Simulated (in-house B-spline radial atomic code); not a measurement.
## RPA and G0W0 on B3LYP (VWN-RPA): Xe⁸⁺

Configuration [Kr] 4d10, mean-field start B3LYP (VWN-RPA). Computed with an all-electron radial atomic-structure program (B-spline basis): all electrons, non-relativistic, point nucleus, each spin shell either full or empty, empty states to l = 9 with an (l + 1/2)⁻⁴ tail; G0W0 by contour deformation at full frequency.

Without relativity these are model numbers: it shifts the levels of so heavy an element strongly and can reorder them.

Command:
```bash
python run_gw.py task.json out
```
Settings (radii: box in bohr, nucleus in fm):
```
Z                        54
electrons                46
configuration            [Kr] 4d10
hamiltonian              nr
method                   b3lyp
lmax                     9
spin_polarised           False
box_radius               7.7
intervals                51
```

Time taken, with all properties: 2.9 s on 1 thread of Arm Neoverse N1 (shared host).

Energies (hartree):

| term | value |
| --- | --- |
| mean-field total | -7219.46858 |
| Hartree-Fock functional on these orbitals | -7217.13024 |
| direct second order | -3.9845 |
| second-order exchange | 1.0959 |
| SOSEX correction | 1.0368 |

Question: What is the RPA correlation energy, and what remains with SOSEX?

Answer: RPA gives -3.5923 hartree (-2.13 eV per electron); RPA + SOSEX gives -2.5556, and the second-order doubles -2.8886 hartree (no singles). RPA lacks exchange-type terms and so overcorrelates at short range.

Quasi-particle levels (eV):

```json
{"level": "4d", "occupied": "yes", "mean field": "-172.09", "Σx - vxc": "-10.19", "Σc": "?", "QP weight": "?", "G0W0": "?"}
{"level": "5s", "occupied": "no", "mean field": "-108.78", "Σx - vxc": "8.24", "Σc": "-2.14", "QP weight": "0.986", "G0W0": "-102.69"}
```

G0W0 = mean field + (Σx - vxc) + Σc, with Σc (partial-wave tail included) taken at the quasi-particle energy. Only the outer levels were computed. Levels of low weight are left out.

Question: Where does G0W0 put 4d?

Answer: At -182.21 eV, with Σc = 0.07 eV and a quasi-particle weight of 0.970. The tabulated removal energy is 179.84 ± 0.12 eV (NIST, measured); the calculation leaves out relativity, Breit and QED terms, and what these don't explain is the method's own error.
